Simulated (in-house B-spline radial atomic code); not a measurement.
Configurations of the zirconium ion Zr²⁺, with energies counted from [Kr] 4d2. Level of theory: scalar-relativistic (X2C) LC-wPBE, spin-polarised, spherical fractional occupations, exact exchange averaged over the configuration, Fermi nucleus of rms radius 4.2694 fm; calculated with a B-spline radial code for spherical atoms. Shells without spins written out take the highest spin.

Occupations are held fixed; configurations that lie above the ionisation limit could autoionise.

```json
{"configuration": "[Kr] 4d1 5f1", "E - E(ref) (eV)": "17.77", "highest orbital": "5f up", "its <r> (bohr)": "9.563"}
{"configuration": "[Ar] 3d10 4s2 4p5 4d3", "E - E(ref) (eV)": "27.837", "highest orbital": "4d up", "its <r> (bohr)": "1.888"}
{"configuration": "[Ar] 3d10 4s2 4p5 4d2 5s1", "E - E(ref) (eV)": "31.221", "highest orbital": "5s up", "its <r> (bohr)": "3.005"}
{"configuration": "[Ar] 3d9 4s2 4p6 4d2 5f1", "E - E(ref) (eV)": "199.39", "highest orbital": "5f up", "its <r> (bohr)": "9.312"}
```

Problem. Order these further configurations by energy, lowest first.
A. [Kr] 4d1 5p1
B. [Ar] 3d10 4s2 4p5 4d2 5p1
C. [Ar] 3d9 4s2 4p6 4d2 5p1
D. [Ar] 3d10 4s2 4p5 4d2 5f1
E. [Ar] 3d9 4s2 4p6 4d2 4f1

Solution. A (6.9722 eV), B (36.157 eV), D (47.26 eV), C (188.06 eV), E (196.54 eV).
